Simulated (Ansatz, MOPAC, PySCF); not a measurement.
The molecule BO+, closed-shell singlet (lowest of 2S+1 = 1, 3, 5 at CCSD(T)/def2-TZVPP on PBE0 minima; our sources give no spin for the ground state, which may be another). The T1 diagnostic near the minimum is 0.051, so single-reference values are doubtful.

Seven points along R, fitted to fifth degree in 1/R; most abundant isotopes. Runs in def2 and cc sets follow the lowest solution found near the PBE0 minimum. The singlet is held restricted. HF and MP2 rows in def2 and cc sets belong to the determinant that coupled cluster picked by its CCSD energy.

Programs: Ansatz (an electronic-structure program) with Gaussian orbitals; MOPAC for PM3, PM6 (differences of heats of formation); PySCF for 3-21G rows, 6-31G* rows, STO-3G rows. Values without a source in brackets are computed.

| level | r_e (Å) | ω_e (cm⁻¹) | B_e (cm⁻¹) | ω_e x_e (cm⁻¹) |
|---|---|---|---|---|
| PM3 | 1.168 | 2083 | 1.90 | 21 |
| PM6 | 1.138 | 1883 | 2.00 | 5.8 |
| HF/STO-3G | 1.189 | 2222 | 1.83 | 15 |
| HF/3-21G | 1.191 | 2061 | 1.82 | 16 |
| HF/aug-cc-pVTZ | 1.154 | 2216 | 1.94 | 14 |
| HF/def2-TZVPP | 1.152 | 2219 | 1.95 | 14 |
| HF/def2-QZVPP | 1.151 | 2225 | 1.95 | 14 |
| HF/aug-cc-pV5Z | 1.150 | 2224 | 1.95 | 14 |
| SVWN5/def2-TZVPP | 1.196 | 1911 | 1.81 | 12 |
| BP86/6-31G* | 1.215 | 1850 | 1.75 | 12 |
| r2SCAN/def2-TZVPP | 1.194 | 1919 | 1.81 | 13 |
| B3LYP/6-31G* | 1.198 | 1933 | 1.80 | 13 |
| BHLYP/def2-TZVPP | 1.168 | 2073 | 1.89 | 14 |
| wB97X-V/def2-TZVPP | 1.186 | 1983 | 1.84 | 13 |
| B2PLYP/def2-TZVPP | 1.207 | 1781 | 1.77 | 10 |
| MP2/aug-cc-pVTZ | 1.230 | 1623 | 1.71 | -1.8 |
| MP2/aug-cc-pV5Z | 1.221 | 1649 | 1.73 | 0.98 |
| MP2/CBS(aug-cc-pVQZ, aug-cc-pV5Z) | 1.220 | 1654 | 1.74 | 1.3 |
| SCS-MP2/aug-cc-pVTZ | 1.223 | 1666 | 1.73 | 3.9 |
| SCS-MP2/def2-TZVPP | 1.221 | 1669 | 1.74 | 4.7 |
| SCS-MP2/aug-cc-pVQZ | 1.216 | 1689 | 1.75 | 5.9 |
| SCS-MP2/def2-QZVPP | 1.216 | 1691 | 1.75 | 5.9 |
| SCS-MP2/aug-cc-pV5Z | 1.214 | 1696 | 1.75 | 6.2 |
| CCSD/def2-TZVPP | 1.195 | 1925 | 1.81 | 15 |
| CCSD/aug-cc-pVQZ | 1.190 | 1947 | 1.83 | 15 |
| CCSD/aug-cc-pV5Z | 1.188 | 1953 | 1.83 | 15 |
| CCSD(T)/def2-TZVPP | 1.214 | 1772 | 1.75 | 11 |
| CCSD(T)/aug-cc-pV5Z | 1.207 | 1800 | 1.78 | 12 |
| CCSD(T)/CBS(def2-TZVPP, def2-QZVPP) | 1.206 | 1807 | 1.78 | 12 |
| CCSD(T)/CBS(aug-cc-pVQZ, aug-cc-pV5Z) | 1.205 | 1805 | 1.78 | 12 |

Cores are frozen in the correlated methods. CBS: X⁻³ extrapolation of the correlation energy, Hartree–Fock from the larger set. Rows in 3-21G, 6-31G*, STO-3G carry no dispersion term and start afresh at each structure (6-31G* with six Cartesian d functions). The state that PM3, PM6 reach isn't checked.

Doubts at one or more of the structures used: T1 above 0.05 (CCSD/def2-TZVPP, CCSD/aug-cc-pVQZ, CCSD(T)/def2-TZVPP, CCSD(T)/CBS(def2-TZVPP, def2-QZVPP), CCSD(T)/CBS(aug-cc-pVQZ, aug-cc-pV5Z)).
